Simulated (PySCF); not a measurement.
BH3N, SMILES [BH]N (connectivity only; charge and spin as stated), charge +1, multiplicity 1. Atoms are numbered in the order given.

```xyz
5

B      0.0000     0.0000     0.7861
N      0.0000     0.0000    -0.5289
H      0.0000     0.0000     1.9563
H      0.0000    -0.8529    -1.0922
H      0.0000     0.8529    -1.0922
```
Charge +1, spin multiplicity 1.

Coordinates come from a TPSSh-D3(BJ)/def2-TZVP optimisation. The multiplicity is an assumed one; other spin states were not compared. The isomer is the one that the SMILES or the coordinates give; other isomers of the formula were not compared.

These are PBE0/def2-TZVPD run with PySCF values and carry that method's errors.

Symmetry labels are those of the subgroup C2v that the program uses (full group C2v).

Computed valence orbital energies around the gap with their symmetry:
| orbital | symmetry | energy (eV) |
|---|---|---|
| HOMO−6 | A1 | -399.60 |
| HOMO−5 | A1 | -194.53 |
| HOMO−4 | A1 | -32.72 |
| HOMO−3 | A1 | -22.83 |
| HOMO−2 | B2 | -22.11 |
| HOMO−1 | A1 | -19.99 |
| HOMO | B1 | -16.94 |
| LUMO | B2 | -8.80 |
| LUMO+1 | B1 | -7.16 |
| LUMO+2 | A1 | -5.36 |
| LUMO+3 | A1 | -3.40 |
